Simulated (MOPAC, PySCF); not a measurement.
C5H6, SMILES `C=C1C=CC1`, neutral singlet in the gas phase. 

Z-matrix (Å, degrees):
```
C
C 1 1.3262
H 2 1.0825 1 121.24
H 2 1.0829 3 117.40 1 -179.95
C 1 1.4686 2 136.96 3 -179.97
C 5 1.3458 1 93.40 2 -180.00
H 6 1.0807 5 133.63 1 180.00
H 5 1.0817 6 133.76 7 0.00
C 6 1.5248 7 132.31 5 -179.98
H 9 1.0923 6 115.96 7 -65.11
H 9 1.0923 10 109.28 6 -133.33
```
Charge 0, multiplicity 1.

All levels are single points at this geometry (B3LYP-D3(BJ)/def2-TZVP); Pople sets use spherical d functions. Orbital energies aren't observables, and empty levels follow the basis.

| level | HOMO (eV) | LUMO (eV) | gap (eV) | dipole (D) | vertical IE, Delta-SCF (eV) |
|---|---|---|---|---|---|
| B3LYP-D3(BJ)/def2-TZVP in PySCF | -6.47 | -0.84 | 5.63 | 0.57 | – |
| PBE-D3(BJ)/def2-TZVP in PySCF | -5.70 | -1.60 | 4.11 | 0.51 | – |
| B3LYP/3-21G in PySCF | -6.23 | -0.34 | 5.89 | 0.43 | – |
| B3LYP/6-311+G** in PySCF | -6.50 | -0.91 | 5.59 | 0.55 | – |
| BP86/6-31G* in PySCF | -5.44 | -1.25 | 4.19 | 0.49 | – |
| SVWN5/6-31G* in PySCF | -5.50 | -1.34 | 4.16 | 0.48 | 8.76 |
| HF/3-21G in PySCF | -8.67 | 3.69 | 12.36 | 0.54 | – |
| HF/6-31G* in PySCF | -8.54 | 3.79 | 12.33 | 0.69 | – |
| PM7 in MOPAC | -9.56 | 0.16 | 9.72 | 0.53 | – |
